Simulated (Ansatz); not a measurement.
Consider the silylene formation by 1,1-elimination: `OC([SiH3])[TeH]` → `OC[TeH]` + `[SiH2]`.

Gas-phase electronic energies from Ansatz, PBE0-D4/def2-TZVP geometries. CCSD(T)/CBS adds triple-zeta CCSD(T) − MP2 to the extrapolated MP2 energy (def2 sets, frozen cores). This one scheme is used for every species. DFT in def2-TZVPP. B3LYP here is the variant with VWN-RPA as its local correlation; programs differ in this. Elements past krypton have def2 core potentials. For Te outer-core shells are correlated without core-valence functions, which leaves a few kJ/mol of doubt a bond. One conformer a species, not always the lowest.

```
             level  ΔE (kJ/mol)  difference from CCSD(T)/CBS
            PBE-D4        228.8                          1.8
         r2SCAN-D4        243.0                         16.0
           PBE0-D4        235.0                          8.0
          B3LYP-D4        219.8                         -7.2
           ωB97X-V        233.4                          6.4
           ωB97M-V        220.3                         -6.7
            B2PLYP        217.4                         -9.6
               PBE        218.4                         -8.6
            r2SCAN        240.5                         13.5
              PBE0        226.0                         -1.0
             B3LYP        202.9                        -24.1
     HF/def2-TZVPP        196.1                        -30.9
    MP2/def2-TZVPP        240.2                         13.2
SCS-MP2/def2-TZVPP        226.5                         -0.5
   CCSD/def2-TZVPP        212.1                        -14.9
CCSD(T)/def2-TZVPP        218.4                         -8.6
     HF/def2-QZVPP        196.8                        -30.2
    MP2/def2-QZVPP        245.4                         18.4
SCS-MP2/def2-QZVPP        231.7                          4.7
      HF/CBS(def2)        196.8                        -30.2
     MP2/CBS(def2)        248.8                         21.8
    CCSD/CBS(def2)        220.7                         -6.3
       CCSD(T)/CBS        227.0                            0
```

Largest T1 diagnostic among the species: 0.014.

In def2-TZVPP, CCSD(T) changes the Hartree–Fock value by +22.3 kJ/mol (the triples alone add +6.3 kJ/mol) and MP2 by +44.1 kJ/mol. The D4 term adds +16.9 kJ/mol with B3LYP and +9.0 kJ/mol with PBE0; it sums over pairs of atoms, weighted by their polarisabilities, and B3LYP, whose exchange is more repulsive, gets the larger term. From PBE to PBE0 (25 % exact exchange), in def2-TZVPP and without D4, ΔE moves by +7.6 kJ/mol.
